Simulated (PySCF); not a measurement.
# Energy of Ba+ (barium, charge +1) between two integer charges

The 6s alpha orbital of [Xe] 6s1 is emptied in steps (occupation f), with all orbitals relaxed, ending at [Xe]. All numbers are calculated (PySCF 2.14, a scalar-relativistic core potential, in def2-TZVPPD with the def2 core potential (46 electrons)). The exact energy is a straight line in f; departures are measured from the line between the end points of the same method.

```tsv
f	UHF (eV)	LDA (eV)	PBE (eV)	PBE0 (eV)	r2SCAN (eV)	LC-wPBE (eV)	BHandHLYP (eV)	r2SCAN0 (eV)	CAM-B3LYP (eV)
1	0.000	0.000	0.000	0.000	0.000	0.000	0.000	0.000	0.000
0.8	0.003	-0.353	-0.362	-0.263	-0.292	0.017	-0.190	-0.220	-0.142
0.6	0.005	-0.525	-0.547	-0.396	-0.422	0.023	-0.285	-0.316	-0.213
0.4	0.005	-0.516	-0.551	-0.399	-0.400	0.018	-0.286	-0.300	-0.214
0.2	0.003	-0.335	-0.368	-0.266	-0.244	0.008	-0.192	-0.182	-0.143
0	0.000	0.000	0.000	0.000	0.000	0.000	0.000	0.000	0.000
```

**Question.** For BHandHLYP, how does the orbital energy at f = 1 compare with the removal energy?

**Answer.** −ε = 8.727 eV against a total-energy difference of 9.912 eV. By Janak's theorem ε = ∂E/∂f, so the gap between them reflects the curvature. Along the path −ε is 9.198 (f = 0.8), 9.671 (f = 0.6), 10.145 (f = 0.4), 10.625 (f = 0.2) eV.

```tsv
method	E(f=0) − E(f=1) (eV)	−ε at f=1 (eV)	−ε at f=0.4 (eV)
UHF	9.345	9.367	9.341
LDA	10.245	8.023	10.727
PBE	10.089	7.838	10.529
PBE0	9.967	8.328	10.289
r2SCAN	9.785	7.910	10.255
LC-wPBE	9.737	9.843	9.692
BHandHLYP	9.912	8.727	10.145
r2SCAN0	9.822	8.410	10.180
CAM-B3LYP	10.048	9.161	10.222
```

Reference removal energy between the ground levels: 10.004 eV (measured; NIST Atomic Spectra Database, ionization energies). UHF lacks correlation.
